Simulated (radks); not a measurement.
Dynamic dipole polarisability and lines of the krypton ion Kr7+, [Ar] 3d10 4s1. All-electron calculation, non-relativistic Kohn-Sham, LDA (Slater exchange, Perdew-Wang correlation), spin-polarised, spherical densities, point nucleus; open shells are filled with parallel spins first (spin-orbit coupling, left out, can overturn this in heavy ions). Program: a radial shooting solver on a logarithmic mesh with Libxc functionals. Time-dependent linear response with the Hartree and adiabatic LDA kernel, continuum included through the Sternheimer equations. Lines are the poles of the dipole polarisability below minus the highest occupied eigenvalue, found on a grid refined at the orbital gaps; the lowest seven at most are given, and weak or close lines can be missed. The first line takes the name of the lowest orbital gap if no other gap lies below it; otherwise a line is named after a gap within 0.6 % of it, if that gap stands alone.

| photon energy (eV) | alpha (bohr^3) |
|---|---|
| 0 | 1.787 |
| 1.939 | 1.804 |
| 9.694 | 2.378 |
| 17.449 | 14.94 |
| 25.205 | -1.536 |
| 32.960 | -0.4506 |
| 40.715 | -0.1346 |
| 48.471 | 0.01836 |
| 56.226 | 0.1191 |

Lines (eV, oscillator strength): 18.447 (67.21 nm, 4s-4p), f = 0.711; 66.862 (18.54 nm, unassigned), f = 0.0772; 87.243 (14.21 nm, 4s-6p), f = 0.0287; 94.848 (13.07 nm, 3d-4p), f = 0.0639; 97.740 (12.69 nm, unassigned), f = 0.444; 103.12 (12.02 nm, 4s-8p), f = 0.00873. Higher lines, where found, are left out when the end of the mesh affects them. Those listed give 90 % of the static polarisability (sum of f/w^2). Orbital energy gaps for comparison: 4s-4p 17.195 eV; 4s-5p 67.342 eV; 4s-6p 87.422 eV; 3d-4p 94.867 eV; 3d-4p down 96.987 eV. At laser wavelengths: 1550 nm 1.790, 1064 nm 1.793, 780 nm 1.798, 532 nm 1.812, 355 nm 1.844, 266 nm 1.892, 193 nm 2.001 bohr^3.
